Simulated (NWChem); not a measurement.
The numbers come from NWChem runs, not from measurements. System: Sb (+1), charge 1, spin multiplicity 3. Its SCF solution wasn't tested for a lower state. Level: UMP2/def2-SVP with def2 effective core potentials on Sb, 4 core orbitals frozen.

The NWChem input:

```
start mol
memory heap 200 mb stack 900 mb global 1100 mb
charge 1
geometry units angstroms nocenter noautoz
  Sb     0.000000     0.000000     0.000000
  symmetry group D2h
end
basis spherical
  * library def2-svp
end
ecp
  Sb library def2-ecp
end
scf
  uhf
  nopen 2
  maxiter 100
  thresh 1e-7
  semidirect memsize 60000000 filesize 0
  # guess.movecs holds the orbitals of an unrestricted PBE0 run
  vectors input guess.movecs output mol.movecs
end
mp2
  freeze core 4
end
task mp2 energy
```

Output (cleaned and shortened):

```
             Northwest Computational Chemistry Package (NWChem) 7.3.0
             --------------------------------------------------------

                                NWChem Input Module
                                -------------------

 Scaling coordinates for geometry "geometry" by  1.889725989
 (inverse scale =  0.529177249)

                             Geometry "geometry" -> ""
                             -------------------------

 Output coordinates in angstroms (scale by  1.889725989 to convert to a.u.)

  No.       Tag          Charge          X              Y              Z
 ---- ---------------- ---------- -------------- -------------- --------------
    1 Sb                  51.0000     0.00000000     0.00000000     0.00000000

 Effective nuclear repulsion energy (a.u.)       0.0000000000

            Nuclear Dipole moment (a.u.)
            ----------------------------
        X                 Y               Z
 ---------------- ---------------- ----------------
     0.0000000000     0.0000000000     0.0000000000

      Symmetry information
      --------------------

 Group name             D2h
 Group number             26
 Group order               8
 No. of unique centers     1

      Symmetry unique atoms

     1


 Summary of "ao basis" -> "" (spherical)
 ------------------------------------------------------------------------------
       Tag                 Description            Shells   Functions and Types
 ---------------- ------------------------------  ------  ---------------------
 *                          def2-svp                  on all atoms

 Summary of "ao basis" -> "ao basis" (spherical)
 ------------------------------------------------------------------------------
       Tag                 Description            Shells   Functions and Types
 ---------------- ------------------------------  ------  ---------------------
 Sb                         def2-svp                10       26   4s4p2d

                                 NWChem SCF Module
                                 -----------------

  ao basis        = "ao basis"
  functions       =    26
  atoms           =     1
  alpha electrons =    12
  beta  electrons =    10
  charge          =   1.00
  wavefunction    = UHF
  use symmetry    = T
  symmetry adapt  = T

 Summary of "ao basis" -> "ao basis" (spherical)
 ------------------------------------------------------------------------------
       Tag                 Description            Shells   Functions and Types
 ---------------- ------------------------------  ------  ---------------------
 Sb                         def2-svp                10       26   4s4p2d

      Symmetry analysis of basis
      --------------------------

        ag          8
        au          0
        b1g         2
        b1u         4
        b2g         2
        b2u         4
        b3g         2
        b3u         4

 Forming initial guess at       0.1s

   Symmetry analysis of molecular orbitals - initial alpha
   -------------------------------------------------------

  Numbering of irreducible representations:

     1 ag          2 au          3 b1g         4 b1u         5 b2g
     6 b2u         7 b3g         8 b3u

  Orbital symmetries:

     1 ag          2 b1u         3 b3u         4 b2u         5 ag
     6 b2g         7 b3g         8 b1g         9 ag         10 ag
    11 b2u        12 b3u        13 b1u        14 ag         15 b1u
    16 b2u        17 b3u        18 b1g        19 ag         20 b3g
    21 b2g        22 ag

   Symmetry analysis of molecular orbitals - initial beta
   ------------------------------------------------------

  Numbering of irreducible representations:

     1 ag          2 au          3 b1g         4 b1u         5 b2g
     6 b2u         7 b3g         8 b3u

  Orbital symmetries:

     1 ag          2 b1u         3 b3u         4 b2u         5 ag
     6 b2g         7 b3g         8 ag          9 b1g        10 ag
    11 b1u        12 b2u        13 b3u        14 ag         15 b1u
    16 b2u        17 b3u        18 ag         19 b3g        20 b2g
    21 ag         22 b1g

 Starting SCF solution at       0.1s

 ----------------------------------------------
         Quadratically convergent UHF

 Convergence threshold     :          1.000E-07
 Maximum no. of iterations :          100
 Integral*density screening:          1.000E-09
 ----------------------------------------------

              iter       energy          gnorm     gmax       time
             ----- ------------------- --------- --------- --------
                 1     -238.9529320032  1.71D-01  5.40D-02      0.2
                 2     -238.9574826295  4.66D-03  1.80D-03      0.2
                 3     -238.9574855134  1.50D-05  6.74D-06      0.2
                 4     -238.9574855135  9.05D-09  2.97D-09      0.2

       Final UHF  results
       ------------------

         Total SCF energy =   -238.957485513467
      One electron energy =   -412.448555244020
      Two electron energy =    173.491069730553
 Nuclear repulsion energy =      0.000000000000

                       Sz =      1.0000
                 Sz(Sz+1) =      2.0000
                      S^2 =      2.0088

        Time for solution =      0.2s

       Symmetry analysis of molecular orbitals - alpha
       -----------------------------------------------

  Numbering of irreducible representations:

     1 ag          2 au          3 b1g         4 b1u         5 b2g
     6 b2u         7 b3g         8 b3u

  Orbital symmetries:

     1 ag          2 b1u         3 b3u         4 b2u         5 ag
     6 b2g         7 b3g         8 ag          9 b1g        10 ag
[...]
  ----- ------------  ---------------      ----- ------------  ---------------
    16      0.594019  1 Sb pz                13      0.545681  1 Sb pz
    10     -0.205899  1 Sb pz                 7     -0.168333  1 Sb pz

 Vector   14  Occ=0.000000D+00  E= 5.996662D-02  Symmetry=ag
              MO Center=  6.0D-21,  6.1D-21,  4.9D-16, r^2= 4.3D+00
   Bfn.  Coefficient  Atom+Function         Bfn.  Coefficient  Atom+Function
  ----- ------------  ---------------      ----- ------------  ---------------
     3      2.236275  1 Sb s                  4     -2.038340  1 Sb s
     1     -0.355582  1 Sb s                  2     -0.324085  1 Sb s

 Vector   15  Occ=0.000000D+00  E= 1.710556D-01  Symmetry=b2u
              MO Center=  1.1D-26, -1.6D-19, -7.5D-27, r^2= 4.9D+00
   Bfn.  Coefficient  Atom+Function         Bfn.  Coefficient  Atom+Function
  ----- ------------  ---------------      ----- ------------  ---------------
    12      1.392215  1 Sb py                15     -1.359290  1 Sb py
     9     -0.249121  1 Sb py                 6     -0.204535  1 Sb py

                     UHF Final Beta Molecular Orbital Analysis
                     -----------------------------------------

 Vector    8  Occ=1.000000D+00  E=-1.916289D+00  Symmetry=ag
              MO Center=  4.9D-31, -4.6D-31,  1.7D-30, r^2= 3.4D-01
   Bfn.  Coefficient  Atom+Function         Bfn.  Coefficient  Atom+Function
  ----- ------------  ---------------      ----- ------------  ---------------
    21      0.987025  1 Sb d  2

 Vector    9  Occ=1.000000D+00  E=-1.916289D+00  Symmetry=b1g
              MO Center=  1.5D-31,  1.6D-31, -7.2D-32, r^2= 3.4D-01
   Bfn.  Coefficient  Atom+Function         Bfn.  Coefficient  Atom+Function
  ----- ------------  ---------------      ----- ------------  ---------------
    17      0.987025  1 Sb d -2

 Vector   10  Occ=1.000000D+00  E=-8.204639D-01  Symmetry=ag
              MO Center= -1.1D-18, -1.1D-18, -1.3D-17, r^2= 1.5D+00
   Bfn.  Coefficient  Atom+Function         Bfn.  Coefficient  Atom+Function
  ----- ------------  ---------------      ----- ------------  ---------------
     3      0.935594  1 Sb s                  1     -0.422312  1 Sb s
     4      0.294522  1 Sb s                  2     -0.281001  1 Sb s

 Vector   11  Occ=0.000000D+00  E=-2.686848D-01  Symmetry=b1u
              MO Center= -6.8D-19, -1.0D-19,  1.2D-17, r^2= 2.8D+00
   Bfn.  Coefficient  Atom+Function         Bfn.  Coefficient  Atom+Function
  ----- ------------  ---------------      ----- ------------  ---------------
    16      0.618022  1 Sb pz                13      0.518338  1 Sb pz
    10     -0.200421  1 Sb pz                 7     -0.163074  1 Sb pz

 Vector   12  Occ=0.000000D+00  E=-2.203435D-01  Symmetry=b2u
              MO Center=  3.0D-33,  7.3D-19, -4.0D-32, r^2= 3.0D+00
   Bfn.  Coefficient  Atom+Function         Bfn.  Coefficient  Atom+Function
  ----- ------------  ---------------      ----- ------------  ---------------
    15      0.659589  1 Sb py                12      0.470009  1 Sb py
     9     -0.191171  1 Sb py                 6     -0.154472  1 Sb py

 Vector   13  Occ=0.000000D+00  E=-2.203435D-01  Symmetry=b3u
              MO Center=  7.3D-19,  2.9D-33, -3.9D-32, r^2= 3.0D+00
   Bfn.  Coefficient  Atom+Function         Bfn.  Coefficient  Atom+Function
  ----- ------------  ---------------      ----- ------------  ---------------
    14      0.659589  1 Sb px                11      0.470009  1 Sb px
     8     -0.191171  1 Sb px                 5     -0.154472  1 Sb px

 center of mass
 --------------
 x =   0.00000000 y =   0.00000000 z =   0.00000000

 moments of inertia (a.u.)
 ------------------
           0.000000000000           0.000000000000           0.000000000000
           0.000000000000           0.000000000000           0.000000000000
           0.000000000000           0.000000000000           0.000000000000

  Mulliken analysis of the total density
  --------------------------------------

    Atom       Charge   Shell Charges
 -----------   ------   -------------------------------------------------------
    1 Sb  23    22.00   2.11 -0.07  1.44  0.52  2.97  3.04  1.21  0.78  9.83  0.18

  Mulliken analysis of the alpha density
  --------------------------------------

    Atom       Charge   Shell Charges
 -----------   ------   -------------------------------------------------------
    1 Sb  23    12.00   1.05 -0.04  0.71  0.27  1.46  1.56  1.21  0.78  4.90  0.10

   Mulliken analysis of the beta density
   -------------------------------------

    Atom       Charge   Shell Charges
 -----------   ------   -------------------------------------------------------
    1 Sb  23    10.00   1.05 -0.04  0.73  0.25  1.52  1.48  0.00  0.00  4.93  0.07

   Mulliken analysis of the spin density
   -------------------------------------

    Atom       Charge   Shell Charges
 -----------   ------   -------------------------------------------------------
    1 Sb  23     2.00  -0.00 -0.00 -0.02  0.02 -0.06  0.07  1.21  0.78 -0.03  0.03

       Multipole analysis of the density wrt the origin
       ------------------------------------------------

     L   x y z        total         alpha         beta         nuclear
     -   - - -        -----         -----         ----         -------
     0   0 0 0      1.000000    -12.000000    -10.000000     23.000000

     1   1 0 0      0.000000      0.000000     -0.000000      0.000000
     1   0 1 0     -0.000000     -0.000000     -0.000000      0.000000
     1   0 0 1      0.000000      0.000000      0.000000      0.000000

     2   2 0 0    -16.579965    -11.726437     -4.853527      0.000000
     2   1 1 0     -0.000000     -0.000000     -0.000000      0.000000
     2   1 0 1     -0.000000     -0.000000      0.000000      0.000000
     2   0 2 0    -16.579965    -11.726437     -4.853527      0.000000
     2   0 1 1     -0.000000     -0.000000      0.000000      0.000000
     2   0 0 2    -13.250743     -8.151944     -5.098800      0.000000

                   NWChem MP2 Semi-direct Energy/Gradient Module
                   ---------------------------------------------

  Basis functions       =     26
  Molecular orbitals    =     26
  Frozen core           =      4
  Frozen virtuals       =      0
  Active alpha occupied =      8
  Active beta occupied  =      6
  Active alpha virtual  =     14
  Active beta virtual   =     16
  Use MO symmetry       = T
  Use skeleton AO sym   = T

  AO/Fock/Back tols     =   1.0D-09  1.0D-09  1.0D-09

 GA uses MA = F    GA memory limited = T

 Available:
  local mem=  1.26D+08
 global mem=  1.44D+08
 local disk=  0.00D+00
  mp2_memr nvloc                    14
  nvloc new                    14
   1 passes of   8:        2097152                       4235                    134861.
   1 passes of   8: M    126151098           G      144177848           F     124053946.

 Semi-direct pass number   1 of   1  for UHF alpha       at        0.3s
  vrange nnbf                   351
  mp2_eaftype                    10  avail_ma_in_mb                  1099
 EAF : mp2_eaftype filesize          10      67430.
  mp2_eaf for mointskh                     10
Node 0 wrote      0.3 Mb in      0.0 s     Agg I/O rate:   974.3 Mb/s
 Done moints_semi at        0.5s
  mp2_eaftype                    10  avail_ma_in_mb                  1089
 EAF : mp2_eaftype filesize          10      67430.
  mp2_eaf for kh                    10
 Done maket at        0.5s
 Done multipass loop at        0.5s

 GA uses MA = F    GA memory limited = T

 Available:
  local mem=  1.26D+08
 global mem=  1.44D+08
 local disk=  0.00D+00
  mp2_memr nvloc                    16
  nvloc new                    16
   1 passes of   6:        2097152                       3827                    115767.
   1 passes of   6: M    126151098           G      144177848           F     124053946.

 Semi-direct pass number   1 of   1  for UHF beta        at        0.5s
  vrange nnbf                   351
  mp2_eaftype                    10  avail_ma_in_mb                  1099
 EAF : mp2_eaftype filesize          10      57883.
  mp2_eaf for mointskh                     10
Node 0 wrote      0.3 Mb in      0.0 s     Agg I/O rate:   947.8 Mb/s
 Done moints_semi at        0.7s
  mp2_eaftype                    10  avail_ma_in_mb                  1089
 EAF : mp2_eaftype filesize          10      57883.
  mp2_eaf for kh                    10
 Done maket at        0.7s
 Done multipass loop at        0.7s

          -------------------------------------------
          SCF energy                -238.957485513467
          Correlation energy          -0.052930203410
          Singlet pairs                0.000000000000
          Triplet pairs                0.000000000000
          Total MP2 energy          -239.010415716877
          -------------------------------------------

          ---------------------------------------------------
                    Spin Component Scaled (SCS) MP2
          Same spin pairs                     -0.012287984530
          Same spin scaling factor             0.333333333333
          Opposite spin pairs                 -0.040642218880
          Opposite spin scaling fact.          1.200000000000
          SCS-MP2 correlation energy          -0.052866657499
          Total SCS-MP2 energy              -239.010352170966
          ---------------------------------------------------

 -----------------------
 Performance information
 -----------------------

 Timer overhead =  1.28D-07 seconds/call

               Nr. of calls         CPU time (s)                 Wall time (s)                GFlops
             ---------------    -------------------     ------------------------------   -------------------
Name         Min   Avg   Max    Min     Avg     Max     Min     Avg     Max   Mx/calls   Min     Max     Sum
mp2: moin     2     2     2   0.41    0.41    0.41     0.41    0.41    0.41    0.20      0.0     0.0     0.0
mp2: make     2     2     2   7.13E-3 7.13E-3 7.13E-3  7.13E-3 7.13E-3 7.13E-3 3.56E-3   0.0     0.0     0.0
mp2: tota     1     1     1   0.45    0.45    0.45     0.45    0.45    0.45    0.45      0.0     0.0     0.0

 The average no. of pstat calls per process was 5.00D+00
 with a timing overhead of 6.38D-07s

 Task  times  cpu:        0.7s     wall:        0.7s

 Total times  cpu:        0.7s     wall:        0.7s
```
